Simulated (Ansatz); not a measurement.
Errors in the atomisation enthalpy at 298 K

8 molecules without hydrogen; the atomisation enthalpy at 298 K in kJ/mol, computed less measured. Shapes, held fixed at every level: PBE0-D4/def2-TZVP. Flexible molecules stand in one conformer, not always the lowest. Thermal terms are harmonic and unscaled (PBE0-D4/def2-TZVP); the spin-orbit lowering of the free atoms is taken from their spectra. Programs: Ansatz 0.2.0. Measured values: Active Thermochemical Tables, CRC Handbook of Chemistry and Physics, NIST-JANAF tables.

Levels: A = HF/def2-TZVPP; B = SPW92/def2-TZVPP; C = BHLYP-D4/def2-TZVPP; D = MP2/def2-SVP.

```json
{"molecule": "I2 (iodine)", "from tabulated heats": "151", "A": "-153", "B": "+59", "C": "-43", "D": "-64"}
{"molecule": "BBr2Cl (dibromo(chloro)borane)", "from tabulated heats": "1187", "A": "-332", "B": "+236", "C": "-60", "D": "+6"}
{"molecule": "BBr2F (dibromofluoroborane)", "from tabulated heats": "1388", "A": "-375", "B": "+260", "C": "-78", "D": "+8"}
{"molecule": "BF3 (boron trifluoride)", "from tabulated heats": "1944", "A": "-455", "B": "+325", "C": "-102", "D": "+32"}
{"molecule": "S2F2 (Difluorodisulfane)", "from tabulated heats": "1049", "A": "-609", "B": "+352", "C": "-158", "D": "-211"}
{"molecule": "CClF3 (SMILES FC(F)(F)Cl)", "from tabulated heats": "1787", "A": "-658", "B": "+477", "C": "-153", "D": "-8"}
{"molecule": "SClO2F (SMILES O=S(=O)(F)Cl)", "from tabulated heats": "1533", "A": "-859", "B": "+506", "C": "-219", "D": "-279"}
{"molecule": "C2Br2F4 (1,2-dibromotetrafluoroethane)", "from tabulated heats": "2764", "A": "-1074", "B": "+783", "C": "-222", "D": "-14"}
```

Problem. Which level does best on this set, which worst, and which err to one side?

Solution. 
```csv
level,kind,mean error,mean absolute error,worst case
HF/def2-TZVPP,Hartree–Fock,-564.4,564.4,C2Br2F4
SPW92/def2-TZVPP,LDA,+374.8,374.8,C2Br2F4
BHLYP-D4/def2-TZVPP,global hybrid,-129.4,129.4,C2Br2F4
MP2/def2-SVP,perturbation theory,-66.2,77.8,SClO2F
```

On this set MP2/def2-SVP has the smallest mean absolute error and HF/def2-TZVPP the largest. HF/def2-TZVPP is too low in 8 of 8; SPW92/def2-TZVPP is too high in 8 of 8; BHLYP-D4/def2-TZVPP is too low in 8 of 8. The molecules' own spin-orbit binding is left out, so errors for heavy halides read too negative. The tabulated values of BBr2Cl, BBr2F, BF3, S2F2, SClO2F, C2Br2F4 are in doubt (older tables, estimates, or at odds with other calculations) and kept here. Where a negative error exceeds the measured value, the molecule comes out unbound. Hartree–Fock lacks correlation and underbinds. Correlated wave functions converge slowly with the basis. For atoms past krypton def2 sets carry core potentials with scalar relativity. Relativity is left out for Br. Outer-core shells of Br, I are correlated, in sets that cover them unevenly. The set is small.
